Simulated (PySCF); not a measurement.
## Partial charges of pentafluorochloroethane

Species: pentafluorochloroethane, C2ClF5.
SMILES with atom numbers: `[F:1][C:2]([F:3])([F:4])[C:5]([F:6])([F:7])[Cl:8]`

Cartesian coordinates in Å at the PBE0-D3(BJ)/def2-SVP level; atoms count from 1:
```xyz
8
C2ClF5 angstrom
F     -1.2407    0.1648    1.2567
C     -0.0101    0.1715    0.7662
F      0.5175    1.3711    0.9437
F      0.7156   -0.7262    1.4117
C     -0.0720   -0.1715   -0.7410
F     -0.8430    0.7234   -1.3480
F     -0.6226   -1.3720   -0.8785
Cl     1.5379   -0.1613   -1.4507
```

Density: PBE0/pcSseg-1 (PySCF); schemes: Mulliken, IAO, Hirshfeld and ESP-fitted. Geometry: PBE0-D3(BJ)/def2-SVP; no solvent, vibrations or thermal averaging.

Q: For which atoms does the sign change between the 4 schemes (beyond +0.03 e in one, beyond −0.03 e in another)?

A: C5 and Cl8.

Q: At which atom do the 4 schemes differ most?

A: At C5: from -0.138 (ESP-fitted) to +0.516 e (IAO), 0.654 e apart.

Q: Do the Mulliken, IAO, Hirshfeld and ESP-fitted schemes agree on where the charge is highest?

A: All schemes agree: Mulliken C2 (+0.805); IAO C2 (+0.788); Hirshfeld C2 (+0.233); ESP-fitted C2 (+0.443).

Q: Tabulate the Mulliken, IAO, Hirshfeld and ESP-fitted charges.

A: In e:

```csv
atom,environment,Mulliken,IAO,Hirshfeld,ESP-fitted
F1,fluorine of a CF3 group,-0.246,-0.258,-0.078,-0.098
C2,CF3 carbon,+0.805,+0.788,+0.233,+0.443
F3,fluorine of a CF3 group,-0.241,-0.259,-0.077,-0.123
F4,fluorine of a CF3 group,-0.241,-0.259,-0.077,-0.123
C5,CF2 carbon,+0.427,+0.516,+0.177,-0.138
F6,fluorine of a CF2 group,-0.235,-0.250,-0.072,-0.002
F7,fluorine of a CF2 group,-0.235,-0.250,-0.072,-0.002
Cl8,chlorine on a fluorinated carbon,-0.035,-0.028,-0.034,+0.042
```

Mean size of the charges over all atoms: IAO 0.326 e, Mulliken 0.308 e, ESP-fitted 0.121 e, Hirshfeld 0.103 e. Each set sums to the total charge, 0, to within 0.001 e. The ESP scheme is a least-squares fit of atom-centred charges to the potential on four shells outside the van der Waals surface, with the total charge fixed.

Q: How many electrons does the ESP-fitted scheme count on Cl8?

A: Z − q = 17 − (+0.042) = 16.958.

Q: How closely do the schemes follow one another over all atoms?

A: Correlation coefficient and root-mean-square difference: Mulliken with IAO 1.00, 0.034 e; IAO with Hirshfeld 0.99, 0.270 e; Mulliken with Hirshfeld 0.99, 0.256 e; Mulliken with ESP-fitted 0.71, 0.278 e; IAO with ESP-fitted 0.66, 0.304 e; Hirshfeld with ESP-fitted 0.60, 0.143 e.
